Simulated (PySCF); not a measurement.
Core-level binding energies of TiH(NMe2)3

Compound: TiH(NMe2)3, C6H19N3Ti (singlet state).
Cartesian coordinates in Å at the PBE0-D3(BJ)/def2-SVP level; atoms count from 1:
```
atom  x, y, z in Å
Ti1   -0.0513    0.0882    0.6402
H2    -0.1821    0.3293    2.3576
N3     1.7651   -0.0008    0.1915
C4     2.5916    0.7585   -0.6993
C5     2.4478   -1.0390    0.9198
H6     3.4120    1.2786   -0.1651
H7     1.9938    1.5168   -1.2258
H8     3.0655    0.1142   -1.4671
H9     1.7432   -1.5731    1.5842
H10    2.9018   -1.7930    0.2450
H11    3.2534   -0.6397    1.5662
N12   -0.8695    1.5330   -0.2246
C13   -1.9354    1.6201   -1.1785
C14   -0.3039    2.7968    0.1728
H15   -2.7900    2.2131   -0.7952
H16   -2.3054    0.6161   -1.4337
H17   -1.6044    2.1039   -2.1194
H18    0.5087    2.6437    0.9070
H19    0.1268    3.3501   -0.6865
H20   -1.0501    3.4570    0.6560
N21   -0.9200   -1.5124    0.2036
C22   -2.2913   -1.5203    0.6447
C23   -0.4881   -2.7096   -0.4549
H24   -2.9999   -1.6473   -0.1990
H25   -2.5423   -0.5658    1.1439
H26   -2.4928   -2.3255    1.3774
H27    0.5617   -2.6170   -0.7700
H28   -0.5726   -3.5995    0.2005
H29   -1.0919   -2.9185   -1.3609
```

The calculation used PySCF 2.14.0, delta-SCF UKS SCAN, pcX-2 on the ionised atom (unc-x2c-TZVPall on a metal), pcseg-1 elsewhere, spin-free X2C. Each binding energy is the total energy of the core-ionised species, with the hole localised on one atom, minus that of the ground state; both are solved self-consistently, so orbital relaxation is included.

Task: List the computed XPS lines with their assignment.

Result: 
| atom(s) | bonded to | level | binding energy (eV) | count |
| --- | --- | --- | --- | --- |
| C4/C13/C23 | N and 3 H | C 1s | 291.08 | 3 |
| N3/N12/N21 | 2 C and Ti | N 1s | 403.26 | 3 |

Task: Express the binding energy of C 1s of C4/C13/C23 in atomic units and per mole.

Result: 291.08 eV = 10.6970 Eh = 28085 kJ/mol.

Atoms equivalent by their bonding share one computed value, that of the first of them. The list is incomplete; no value stands for C 1s of C5, C14, C22 (hole states with ⟨S²⟩ of 1 or more are left out). No level of titanium is listed. Isolated species at its PBE0-D3(BJ)/def2-SVP geometry, gas phase. Metal 2p energies of this one-determinant scheme are less reliable than its 1s energies.

On 2 threads of an Intel Xeon 6975P-C, no GPU, shared host, this took 97 s wall, 4.0 min CPU and 1.6 GiB of memory at its peak.
